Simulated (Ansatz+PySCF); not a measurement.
A calculation with PySCF 2.14.0.

```python
from pyscf import gto, scf

mol = gto.M(atom="""
N 0.000000 0.000000 -1.416070
H 0.944940 0.000000 -1.812050
H -0.472470 0.818340 -1.812050
H -0.472470 -0.818340 -1.812050
Cu 0.000000 0.000000 0.529260
""", basis='def2-svp', charge=1, spin=0)
mf = scf.UHF(mol)
mf.init_guess = 'huckel'
mf.kernel()
while True:  # follow internal instabilities
    mo, _, stable, _ = mf.stability(return_status=True)
    if stable: break
    mf.kernel(mf.make_rdm1(mo, mf.mo_occ))
print(mf.converged, mf.e_tot, mf.spin_square()[0])
```

The script is written out from the run's settings.

Output:

```json
{
  "Converged": "yes",
  "Total energy": "-1694.67749 hartree",
  "Spin squared of the determinant": "0.000"
}
```
